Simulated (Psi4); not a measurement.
Br$_{2}$Zn (SMILES [Br][Zn][Br]), singlet, geometry from GFN2-xTB (such geometries of metal compounds can be far from the true shape); TPSS/pcseg-1 (Psi4).

Input for Psi4:
```
memory 2 GB

molecule {
0 1
Zn   -0.00812161   -0.01195013   -0.01326557
Br   -0.24664341    1.76351145   -1.42520509
Br    0.25360479   -1.75326848    1.43657557
}

set {
  basis pcseg-1
  scf_type pk
}

energy('tpss')
print_variables()
```

Problem. Write the output that Psi4 gives for this input, abridged.

Solution. 
```
   => Loading Basis Set <=

    Name: PCSEG-1
    Role: ORBITAL
    Keyword: BASIS

         ---------------------------------------------------------
                                   SCF
               by Justin Turney, Rob Parrish, Andy Simmonett
                          and Daniel G. A. Smith
                              RKS Reference
         ---------------------------------------------------------

  ==> Geometry <==

    Molecular point group: cs
    Full point group: Cs

    Geometry (in Angstrom), charge = 0, multiplicity = 1:

       Center              X                  Y                   Z               Mass
    ------------   -----------------  -----------------  -----------------  -----------------
         ZN           0.015647460904    -0.012365160566     0.000000000000    63.929142010000
         BR           1.407770852854     1.794489050723     0.000000000000    78.918337600000
         BR          -1.420446344769    -1.784472442038     0.000000000000    78.918337600000

  Running in cs symmetry.

  Rotational constants: A =    471.85811  B =      0.02053  C =      0.02053 [cm^-1]
  Rotational constants: A = 14145950.15170  B =    615.52198  C =    615.49519 [MHz]
  Nuclear repulsion =  629.307127396762098

  Charge       = 0
  Multiplicity = 1
  Electrons    = 100
  Nalpha       = 50
  Nbeta        = 50

  ==> Algorithm <==

  SCF Algorithm Type is PK.
  DIIS enabled.
  MOM disabled.
  Fractional occupation disabled.
  Guess Type is SAD.
  Energy threshold   = 1.00e-06
  Density threshold  = 1.00e-06
  Integral threshold = 1.00e-12

  ==> Primary Basis <==

  Basis Set: PCSEG-1
    Blend: PCSEG-1
    Number of shells: 33
    Number of basis functions: 85
    Number of Cartesian functions: 94
    Spherical Harmonics?: true
    Max angular momentum: 3

  ==> DFT Potential <==

   => LibXC <=

    Version 7.1.2
    S. Lehtola, C. Steigemann, M. J. T. Oliveira, and M. A. L. Marques,  SoftwareX 7, 1–5 (2018) (10.1016/j.softx.2017.11.002)

   => Composite Functional: TPSS <=

    TPSS Meta-GGA XC Functional

    J. Tao, et al., Phys. Rev. Lett., 91, 146401, 2003

    Deriv               =              1
    GGA                 =           TRUE
    Meta                =           TRUE

    Exchange Hybrid     =          FALSE
    MP2 Hybrid          =          FALSE

   => Exchange Functionals <=

    1.0000   XC_MGGA_X_TPSS

   => Correlation Functionals <=

    1.0000   XC_MGGA_C_TPSS

   => LibXC Density Thresholds  <==

[...]
   @RKS iter   5: -6926.85894769079914   -6.37737e-03   1.18429e-03 ADIIS/DIIS
   @RKS iter   6: -6926.86124617598034   -2.29849e-03   3.66564e-04 ADIIS/DIIS
   @RKS iter   7: -6926.86149459779153   -2.48422e-04   9.34691e-05 DIIS
   @RKS iter   8: -6926.86151594697913   -2.13492e-05   2.26863e-05 DIIS
   @RKS iter   9: -6926.86151717289977   -1.22592e-06   1.16505e-06 DIIS
   @RKS iter  10: -6926.86151717501161   -2.11185e-09   1.41273e-07 DIIS
  Energy and wave function converged.

  ==> Post-Iterations <==

   Electrons on quadrature grid:
      Ntotal   =   99.9999980653 ; deviation = -1.935e-06

    Orbital Energies [Eh]
    ---------------------

    Doubly Occupied:

[...]
    Virtual:

[...]
    Final Occupation by Irrep:
             Ap   App
    DOCC [    36,   14 ]
    NA   [    36,   14 ]
    NB   [    36,   14 ]

  @RKS Final Energy: -6926.86151717501161

   => Energetics <=

    Nuclear Repulsion Energy =            629.3071273967620982
    One-Electron Energy =              -10902.1264140652601782
    Two-Electron Energy =                3599.5624568951361653
    DFT Exchange-Correlation Energy =    -253.6046874016489312
    Empirical Dispersion Energy =           0.0000000000000000
    VV10 Nonlocal Energy =                  0.0000000000000000
    Total Energy =                      -6926.8615171750116133

Computation Completed

Properties will be evaluated at   0.000000,   0.000000,   0.000000 [a0]

Properties computed using the SCF density matrix

 Multipole Moments:

 ------------------------------------------------------------------------------------
     Multipole            Electronic (a.u.)      Nuclear  (a.u.)        Total (a.u.)
 ------------------------------------------------------------------------------------

 L = 1.  Multiply by 2.5417464519 to convert [e a0] to [Debye]
 Dipole X            :         -0.0228742            0.0487202            0.0258459
 Dipole Y            :          0.0180760           -0.0385004           -0.0204244
 Dipole Z            :          0.0000000            0.0000000            0.0000000
 Magnitude           :                                                    0.0329419

 ------------------------------------------------------------------------------------

  Variable Map:
  ----------------------------------------------------------------------------
[...]
  Array Variable Map:
  ----------------------------------------------------------------------------
[...]
[...]
```
